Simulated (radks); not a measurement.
Values are calculated unless marked as measured or tabulated.
All-electron atom: the vanadium ion V3+ in [Ne] 3s1 3p6 3d(3/2: 3, 5/2: 0) (not the ground configuration). Code: a radial shooting solver on a logarithmic mesh with Libxc functionals. Model: Dirac Kohn-Sham, relativistic LDA (MacDonald-Vosko exchange, VWN5 correlation), spin-unpolarised, spherical densities, finite nucleus; Fermi nuclear charge, rms radius 3.6002 fm.

Unscreened Slater integrals over Kohn-Sham orbitals (eV). Large and small components are both included. Empty in this configuration: 3d5/2.

\begin{tabular}{lr}
integral & value \\ \hline
F0(3d3/2,3d3/2) & 21.588 \\
F2(3d3/2,3d3/2) & 10.182 \\
F0(3d3/2,3p3/2) & 22.994 \\
F2(3d3/2,3p3/2) & 11.014 \\
G1(3d3/2,3p3/2) & 13.676 \\
G3(3d3/2,3p3/2) & 8.3195 \\
F0(3d3/2,3p1/2) & 23.076 \\
G1(3d3/2,3p1/2) & 13.734 \\
F0(3d3/2,3s1/2) & 23.579 \\
G2(3d3/2,3s1/2) & 10.461 \\
F0(3d3/2,3d5/2) & 21.563 \\
F2(3d3/2,3d5/2) & 10.172 \\
G2(3d3/2,3d5/2) & 10.167 \\
G4(3d3/2,3d5/2) & 6.3645 \\
F0(3p3/2,3p3/2) & 24.767 \\
F2(3p3/2,3p3/2) & 12.434 \\
F0(3p3/2,3p1/2) & 24.863 \\
G2(3p3/2,3p1/2) & 12.474 \\
F0(3p3/2,3s1/2) & 25.435 \\
G1(3p3/2,3s1/2) & 16.888 \\
F0(3p3/2,3d5/2) & 22.966 \\
F2(3p3/2,3d5/2) & 11.002 \\
G1(3p3/2,3d5/2) & 13.665 \\
G3(3p3/2,3d5/2) & 8.3126 \\
F0(3p1/2,3p1/2) & 24.961 \\
F0(3p1/2,3s1/2) & 25.538 \\
G1(3p1/2,3s1/2) & 16.951 \\
F0(3p1/2,3d5/2) & 23.047 \\
G3(3p1/2,3d5/2) & 8.3367 \\
F0(3s1/2,3s1/2) & 26.169 \\
F0(3s1/2,3d5/2) & 23.549 \\
G2(3s1/2,3d5/2) & 10.449 \\
F0(3d5/2,3d5/2) & 21.539 \\
F2(3d5/2,3d5/2) & 10.162 \\
F4(3d5/2,3d5/2) & 6.3618 \\
\end{tabular}
